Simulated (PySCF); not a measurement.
1,3-dichlorobuta-1,2-diene (C₄H₄Cl₂), SMILES CC(Cl)=C=CCl.

Geometry: B3LYP-D3(BJ)/def2-SVP.

Method: TDDFT-M06-2X/def2-SVPD (PySCF 2.14.0).

Vertical excitations. Gas-phase values at a fixed geometry.

Computed UV-visible absorptions:
```csv
state,energy (eV),λ (nm),f,main pairs
S1,4.88,254,0.000,"HOMO→LUMO 74 %, HOMO−1→LUMO+1 15 %"
S2,5.16,240,0.000,"HOMO−1→LUMO+1 72 %, HOMO→LUMO 14 %"
S3,6.09,204,0.003,"HOMO→LUMO+1 48 %, HOMO−1→LUMO 44 %"
S4,6.79,182,1.024,"HOMO→LUMO+1 37 %, HOMO−1→LUMO 37 %"
S5,6.93,179,0.122,"HOMO−2→LUMO 59 %, HOMO−3→LUMO 18 %"
S6,6.97,178,0.007,"HOMO−2→LUMO+1 59 %, HOMO−3→LUMO+1 21 %"
S7,7.14,174,0.037,"HOMO−1→LUMO+2 50 %, HOMO−1→LUMO+3 24 %"
S8,7.22,172,0.007,HOMO→LUMO+2 82 %
S9,7.25,171,0.005,"HOMO−3→LUMO 57 %, HOMO−2→LUMO 26 %"
S10,7.33,169,0.001,"HOMO−3→LUMO+1 58 %, HOMO−2→LUMO+1 28 %"
T1,4.27,291,0,"HOMO→LUMO+1 46 %, HOMO−1→LUMO 35 %"
T2,4.57,271,0,"HOMO−1→LUMO 45 %, HOMO→LUMO+1 33 %, HOMO→LUMO 8 %"
T3,4.68,265,0,HOMO→LUMO 82 %
T4,4.87,254,0,HOMO−1→LUMO+1 83 %
```
Triplets are in the Tamm–Dancoff approximation, which puts them higher than full response would, so one can lie above its singlet here.
